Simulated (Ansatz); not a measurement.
```yaml
crystal:
  periodic: [false, false, false]
  atoms:
    - {symbol: C, position_ang: [0.601665, -1.419014, 0.195567]}
    - {symbol: O, position_ang: [-0.485397, -0.283583, -0.314895]}
    - {symbol: W, position_ang: [-0.406089, 1.039131, -0.306951]}
    - {symbol: O, position_ang: [-1.661810, 1.207873, -1.260462]}
    - {symbol: Cl, position_ang: [-0.275139, 3.330225, 0.168931]}
    - {symbol: Cl, position_ang: [-1.117423, 1.117529, 1.957741]}
    - {symbol: Cl, position_ang: [1.413376, 1.103928, -1.464144]}
    - {symbol: H, position_ang: [-0.019110, -2.939623, -0.152038]}
    - {symbol: H, position_ang: [1.377483, -1.510162, 0.149455]}
    - {symbol: H, position_ang: [0.328175, -1.562065, 1.431068]}
basis:
  gaussian: {orbitals: def2-mTZVP, fitting: {mean_field: cc-pVTZ-jkfit}}
hamiltonian: {xc: {name: RPBE}, dispersion: d3bjatm}
output: {forces: true}
```

```sh
$ ansatz run in.yaml --threads 2 --pin off --events-out ev --progress --plain --max-ram 32768MiB --backend cpu
```

How does Ansatz answer? (Best estimate.)

Computed: The input was rejected before any iteration.
```
Functional definition: RPBE
Error: <dir> the basis set cc-pVTZ-JKFIT has no functions for W
```
